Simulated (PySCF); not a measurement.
C4H7BFN, SMILES FCB1C=CCN1.

Geometry optimised at PBE0-D3(BJ)/def2-SVP. The structure was generated by enumeration, and PubChem lists no compound with its InChIKey, so it may never have been made. One conformer was computed; it need not be the lowest.

All values below come from TDA-PBE/def2-SVPD (PySCF).

Vertical excitations. The molecule is in vacuum. State labels are in the subgroup Cs.

Give excitation energies, oscillator strengths and character. (An estimate is asked for; the answer gives what the named calculation found.)


| state | symmetry | energy (eV) | λ (nm) | f | main pairs |
|---|---|---|---|---|---|
| S1 | A" | 5.48 | 226 | 0.000 | HOMO−2→LUMO 100 % |
| S2 | A' | 5.61 | 221 | 0.054 | HOMO→LUMO 64 %, HOMO−1→LUMO 28 % |
| S3 | A" | 6.09 | 204 | 0.000 | HOMO→LUMO+1 100 % |
| S4 | A' | 6.27 | 198 | 0.135 | HOMO−3→LUMO 45 %, HOMO−1→LUMO 27 %, HOMO→LUMO 19 % |
| S5 | A' | 6.61 | 188 | 0.037 | HOMO−3→LUMO 50 %, HOMO−1→LUMO 19 %, HOMO→LUMO+4 19 %, HOMO→LUMO 8 % |
| S6 | A" | 6.67 | 186 | 0.001 | HOMO−1→LUMO+1 98 % |
| S7 | A" | 6.71 | 185 | 0.004 | HOMO→LUMO+2 99 % |
| S8 | A' | 6.82 | 182 | 0.008 | HOMO−2→LUMO+1 98 % |
| S9 | A" | 6.90 | 180 | 0.015 | HOMO→LUMO+3 98 % |
| S10 | A" | 6.91 | 179 | 0.000 | HOMO−4→LUMO 95 % |
| T1 | A' | 4.02 | 309 | 0 | HOMO→LUMO 88 % |
| T2 | A' | 4.81 | 258 | 0 | HOMO−1→LUMO 86 % |
| T3 | A" | 5.27 | 235 | 0 | HOMO−2→LUMO 99 % |
| T4 | A" | 6.00 | 207 | 0 | HOMO→LUMO+1 100 % |
Triplets are in the Tamm–Dancoff approximation.
